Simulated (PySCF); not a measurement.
CH5F3Si2, SMILES [SiH2](F)C(F)([SiH3])F.

Coordinates come from a TPSSh-D3(BJ)/def2-SVP optimisation. The structure was generated by enumeration, and PubChem lists no compound with its InChIKey, so it may never have been made. Other conformers were not sampled.

Two levels are set side by side: PBE/def2-TZVP (PySCF) and ωB97X/def2-TZVP (PySCF). Same geometry, gas phase. Differences are taken from unrounded values.

```csv
quantity,ωB97X,PBE,PBE minus ωB97X
orbital gap (eV),11.87,5.06,-6.81
highest occupied level (eV),-10.69,-6.80,3.89
lowest empty level (eV),1.19,-1.73,-2.92
dipole moment (D),2.95,2.56,-0.39
mean polarisability (bohr³),63.2,67.4,4.2
```

Without exact exchange PBE keeps part of each electron's self-repulsion, which lifts occupied levels and narrows the gap. Loosely held outer electrons make PBE densities more polarisable. Differences between two approximate levels are no errors against the true value.

Rough cost on one machine, each run with all the roots and properties that it gave: ωB97X against PBE within a factor of 2.
